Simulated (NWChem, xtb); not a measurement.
## A ladder of methods for SiH3Se (SMILES [SiH2][SeH])

SiH3Se has 5 atoms, charge 0, and is taken as a doublet. As SMILES, `[SiH2][SeH]`. Geometry: relaxed at PBE0-D4/def2-TZVP. This is one conformer, not always the lowest.

```tsv
atom	x (Å)	y (Å)	z (Å)
Si	0.0609	-0.7918	0.2058
Se	0.7766	1.1824	-0.6619
H	-1.3043	-0.6562	0.7916
H	0.0342	-1.7314	-0.9488
H	0.4826	1.9233	0.5720
```

Quantity: the dipole moment, in D. The values are calculated.

```
                              level            kind  program  value (D)   CPU time
                           GFN2-xTB  semi-empirical      xtb       2.17  under 2 s
                           GFN0-xTB  semi-empirical      xtb       2.82  under 2 s
                           GFN1-xTB  semi-empirical      xtb       0.61  under 2 s
                         UHF/STO-3G    Hartree–Fock   NWChem       2.43      3.2 s
                          UHF/3-21G    Hartree–Fock   NWChem       1.62      3.1 s
     UBP86/LANL2DZ (core potential)             GGA   NWChem       0.98      2.4 s
                  UBP86/DGauss-DZVP             GGA   NWChem       0.74      8.3 s
                        UPBE0/6-31G   global hybrid   NWChem       1.22      9.5 s
UB3LYP/6-31G* (spherical functions)   global hybrid   NWChem       0.84       27 s
UB3LYP/6-31G* (Cartesian functions)   global hybrid   NWChem       0.84       29 s
```

All-electron rows without a relativistic Hamiltonian named are non-relativistic, while core potentials hold scalar relativity, so basis and relativity change together. The values span 0.61 to 2.82 D. Magnitudes only. Sets without polarisation functions give poor dipoles. CPU times are rough (shared hosts, several kinds of processor and program).
